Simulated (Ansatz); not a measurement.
Computed with Ansatz.

Cl₂H₄OSSi₂ (`O[SiH2]S[SiH](Cl)Cl`) at its PBE0-D4/def2-TZVP geometry, where that method's forces vanish. The species carries charge 0 and has multiplicity 1.

| atom | x (Å) | y (Å) | z (Å) |
| --- | --- | --- | --- |
| O1 | 0.207 | -1.749 | -0.813 |
| Si2 | 1.185 | -0.998 | 0.264 |
| S3 | 1.073 | 1.141 | 0.102 |
| Si4 | -1.032 | 1.295 | 0.198 |
| Cl5 | -1.500 | 3.151 | 0.894 |
| Cl6 | -1.879 | 1.077 | -1.652 |
| H7 | 0.221 | -1.456 | -1.726 |
| H8 | 0.719 | -1.457 | 1.589 |
| H9 | 2.626 | -1.278 | 0.060 |
| H10 | -1.621 | 0.276 | 1.085 |

**Question.** For each bond, give half the difference of the two atoms' forces along it (eV/Å; positive pushes the atoms apart) under PBE-D4, r2SCAN-D4, B3LYP-D4, ωB97M-V in def2-TZVPP. (Estimate.)

**Answer.** The calculation gave: 
| bond | length (Å) | PBE-D4 | r2SCAN-D4 | B3LYP-D4 | ωB97M-V |
| --- | --- | --- | --- | --- | --- |
| O1–Si2 | 1.637 | 0.33 | 0.06 | 0.16 | 0.17 |
| O1–H7 | 0.959 | 0.33 | 0.02 | -0.03 | -0.06 |
| Si2–S3 | 2.148 | 0.04 | 0.03 | 0.14 | 0.06 |
| Si2–H8 | 1.477 | 0.05 | -0.03 | -0.13 | -0.17 |
| Si2–H9 | 1.482 | 0.02 | -0.04 | -0.16 | -0.18 |
| S3–Si4 | 2.113 | 0.12 | 0.04 | 0.10 | 0.01 |
| Si4–Cl5 | 2.037 | 0.20 | 0.05 | 0.15 | 0.07 |
| Si4–Cl6 | 2.046 | 0.19 | 0.06 | 0.17 | 0.06 |
| Si4–H10 | 1.474 | 0.04 | -0.05 | -0.18 | -0.20 |

B3LYP here is the variant with VWN-RPA as its local correlation; programs differ in this.
